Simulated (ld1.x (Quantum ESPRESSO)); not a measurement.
Reading a pseudo-wave (silver (Ag))

Columns: radius, all-electron u(r) and pseudo u(r) of the 4d shell (level -9.45 eV) of silver in the configuration [Kr] 4d10 5s0 5p1; PBEsol, scalar-relativistic, ultrasoft scheme, ld1.x (Quantum ESPRESSO) 7.5.

```tsv
r (bohr)	all-electron	pseudo
0.180	0.4250	-0.0058
0.360	0.2123	-0.0431
0.540	-0.3216	-0.1297
0.720	-0.6997	-0.2621
0.900	-0.8689	-0.4158
1.080	-0.8965	-0.5561
1.260	-0.8499	-0.6510
1.440	-0.7718	-0.6840
1.620	-0.6845	-0.6589
1.800	-0.5991	-0.5958
1.980	-0.5202	-0.5202
2.160	-0.4495	-0.4495
2.340	-0.3873	-0.3873
2.520	-0.3331	-0.3331
2.700	-0.2862	-0.2862
2.880	-0.2458	-0.2458
3.060	-0.2111	-0.2111
3.240	-0.1813	-0.1813
3.420	-0.1557	-0.1557
3.600	-0.1338	-0.1338
3.780	-0.1151	-0.1151
3.960	-0.0990	-0.0990
4.140	-0.0852	-0.0852
4.320	-0.0734	-0.0734
4.500	-0.0632	-0.0632
4.680	-0.0545	-0.0545
```

Q: How many radial nodes do the two functions have?

A: The all-electron 4d function has n − l − 1 = 1; the pseudo-wave has 0, since the states of the same l below it are removed with the core.

Q: At about which radius was the pseudo-wave matched?

A: 2.10 bohr, where the columns begin to agree (steps of 0.18 bohr).

Q: Is the pseudo-wave norm-conserving?

A: No, it belongs to an ultrasoft set: the norm inside the radius is not constrained, and the difference is carried by the augmentation charge.
